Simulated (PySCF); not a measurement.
# Basis and Hamiltonian dependence of the excitation energy of Au

Au [Xe] 4f14 5d10 6s1 (2S) → Au [Xe] 4f14 5d9 6s2 (2D). All values are computed (PySCF 2.14, energy differences of UHF-based or UKS calculations, no spin-orbit coupling). Values in eV.

| basis | Hamiltonian | functions | UHF | r2SCAN | PBE0 | MP2 (valence) | CCSD(T) (valence) | CCSD(T) (valence and next inner shell) |
| --- | --- | --- | --- | --- | --- | --- | --- | --- |
| aug-cc-pVDZ-PP with ECP60MDF | ECP | 54 | 1.777 | 1.723 | 1.863 | 1.924 | 1.764 | n/a |
| def2-TZVPPD with the def2 core potential (60 electrons) | ECP | 59 | 1.768 | 1.707 | 1.853 | 1.995 | 1.831 | 1.635 |
| def2-QZVPPD with the def2 core potential (60 electrons) | ECP | 88 | 1.757 | 1.685 | 1.837 | 2.026 | 1.873 | n/a |
| aug-cc-pVTZ-PP with ECP60MDF | ECP | 88 | 1.715 | 1.644 | 1.800 | 1.931 | 1.775 | n/a |
| x2c-TZVPPall | spin-free X2C | 97 | 1.734 | 1.626 | 1.815 | 1.953 | 1.779 | 1.643 |
| aug-cc-pVTZ-PP with one added diffuse shell each of s, p, d, f, g type with ECP60MDF | ECP | 113 | 1.714 | 1.642 | 1.799 | 1.926 | n/a | n/a |
| x2c-TZVPPall with one added diffuse shell each of s, p, d, f type | spin-free X2C | 113 | 1.734 | 1.627 | 1.816 | 1.956 | 1.791 | n/a |
| aug-cc-pwCVTZ-PP with ECP60MDF | ECP | 122 | 1.710 | 1.641 | 1.797 | 1.934 | n/a | n/a |

Task: Estimate the row for aug-cc-pwCVDZ-PP with ECP60MDF (ECP, 70 functions).

Result: From the rows with the same Hamiltonian and similar size; the calculation gives UHF 1.76; r2SCAN 1.70; PBE0 1.84; MP2 (valence) 1.93; CCSD(T) (valence) 1.76; CCSD(T) (valence and next inner shell) 1.51 (eV).

Frozen in the all-electron rows: valence: [Xe] 4f14; valence and next inner shell: [Kr] 4d10 4f14; with a core potential, the same shells as far as they lie outside it.

Reference for a calculation without spin-orbit coupling: 1.745 eV (measured, between term centres; NIST).
